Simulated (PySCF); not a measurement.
Compound: SnHBr3.
Bonds: Sn1–Br3, Sn1–Br4, Sn1–Br5. Hydrogens: H2 on Sn1.

Computed with PBE0-D3(BJ)/def2-SVP geometry optimisation, gas phase, def2 core potentials past Kr in PySCF 2.14.0.

(1) List the bond lengths and angles at this level.

## Answers

(1) 
| bond | length (Å) |
| --- | --- |
| Sn1–H2 | 1.704 |
| Sn1–Br3, Sn1–Br4, Sn1–Br5 | 2.467 |

Bonds in one row agree within 0.01 Å and their mean is given. A selection of angles:
| angle | degrees |
| --- | --- |
| H2–Sn1–Br3 | 111.3 |
| Br3–Sn1–Br4 | 107.3 |
| Br4–Sn1–Br5 | 106.4 |

Sn1 (tin bonded to 3 Br and H) is tetrahedral (angles from 106.4° to 112.3°). All 3 Br–Sn bonds measure 2.467 to 2.468 Å.

Point group: C3v (tolerance 0.08 Å). No PBE0-D3(BJ)/def2-SVP frequencies stand behind this structure, so it isn't proved a minimum.


Compound: (CdSe)4 ring, Cd₄Se₄ (singlet state).
Bonds: Cd1–Se2, Cd1–Se8, Se2–Cd3, Cd3–Se4, Se4–Cd5, Cd5–Se6, Se6–Cd7, Cd7–Se8.

Method: PBE0-D3(BJ)/def2-SVP geometry optimisation, gas phase, def2 core potentials past Kr in PySCF 2.14.0.

Task: Give the optimised bond lengths and angles.

Result: 
```csv
bond,length (Å)
Cd1–Se2 and 7 like bonds,2.456
```

Bonds in one row agree within 0.01 Å and their mean is given. A selection of angles:
```csv
angle,degrees
Se2–Cd1–Se8,179.1
Cd1–Se2–Cd3,95.0
Cd3–Se4–Cd5,86.9
```

The 8 heavy atoms lie in one plane (0.007 Å rms). Se2 (selenium bonded to 2 Cd) is bent (angle 95.0°).

Point group: near D4h, missed by 0.25 Å at most; the miss may be what the optimiser left on a soft mode (D2h holds within 0.08 Å). Stationary, but not proved a minimum.
